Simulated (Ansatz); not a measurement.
CH7NSiSn can be A, `C1[NH][SnH2][SiH2]1`, or B, `[CH3][SnH]1[NH][SiH2]1`.

Gas-phase electronic energies from Ansatz, PBE0-D4/def2-TZVP geometries. CCSD(T)/CBS is the MP2 limit (def2-TZVPP, def2-QZVPP) plus CCSD(T) − MP2 in def2-TZVPP, frozen cores. Functionals use def2-TZVPP. B3LYP here is the variant with VWN-RPA as its local correlation; programs differ in this. def2 core potentials past Kr. For Sn outer-core shells are correlated without core-valence functions, which leaves a few kJ/mol of doubt a bond.

(1) Which isomer does CCSD(T)/CBS put lower? Give the gap. (Best estimate.)

(2) Give E(B) − E(A) in kcal/mol with ωB97M-V, HF/def2-TZVPP, B3LYP-D4, B3LYP, CCSD(T)/def2-TZVPP, CCSD/def2-TZVPP, PBE-D4. (An estimate is asked.)

Largest T1 diagnostic: 0.014.

Answers

(1) Computed: B, by 14.4 kcal/mol.

(2) Computed: ωB97M-V -12.4, HF/def2-TZVPP -11.8, B3LYP-D4 -13.1, B3LYP -14.1, CCSD(T)/def2-TZVPP -13.3, CCSD/def2-TZVPP -12.9, PBE-D4 -12.2. None reverses the order clearly.

The D4 term adds +1.0 kcal/mol with B3LYP and +0.5 kcal/mol with PBE0; it sums over pairs of atoms, weighted by their polarisabilities, and B3LYP, whose exchange is more repulsive, gets the larger term. From PBE to PBE0 (25 % exact exchange), in def2-TZVPP and without D4, E(B) − E(A) moves by +0.9 kcal/mol.
